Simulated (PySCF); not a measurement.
Geometry:
```csv
atom,x (Å),y (Å),z (Å)
N1,2.717,-0.647,1.455
C2,2.149,-0.464,0.483
C3,1.398,-0.220,-0.758
O4,1.032,1.119,-0.898
C5,-0.177,1.262,-0.184
C6,-0.831,-0.135,-0.291
C7,-1.393,-0.658,1.040
F8,-2.589,-0.073,1.284
F9,-0.600,-0.352,2.087
O10,0.199,-0.971,-0.773
H11,2.018,-0.519,-1.614
H12,0.017,1.522,0.863
H13,-0.759,2.048,-0.663
H14,-1.655,-0.157,-1.016
H15,-1.531,-1.749,1.021
```

Geometry: GFN2-xTB; GIAO absolute shieldings from PySCF, gas phase, non-relativistic, averaged over equivalent atoms.

At PBE0/pcSseg-1 (195 basis functions, roughly 80 core-seconds):
| atoms | σ (ppm) |
| --- | --- |
| N1 | -43.6 |
| C7 | 66.5 |
| C2 | 68.3 |
| C3 | 91.0 |
| C6 | 107.4 |
| C5 | 121.0 |
| O10 | 229.5 |
| O4 | 242.2 |
| F8 | 318.3 |
| F9 | 320.4 |
| H15 | 25.24 |
| H11 | 25.92 |
| H12 | 26.96 |
| H13 | 27.25 |
| H14 | 27.35 |

Question: Predict the values at X3LYP/pcSseg-1 on the same geometry.

Answer: 
```tsv
atoms	σ at X3LYP/pcSseg-1	change
N1	-47.3	-3.7
C7	59.5	-7.0
C2	65.0	-3.3
C3	84.7	-6.3
C6	100.7	-6.7
C5	115.2	-5.8
O10	223.7	-5.8
O4	237.0	-5.2
F8	313.9	-4.4
F9	316.3	-4.1
H15	25.31	+0.07
H11	25.98	+0.06
H12	27.04	+0.08
H13	27.36	+0.11
H14	27.44	+0.09
```

The largest change is at C7 (sp3 CH bonded to 2 F). Cost: 195 basis functions, about 90 core-seconds. The order of the carbon signals is the same at both levels.
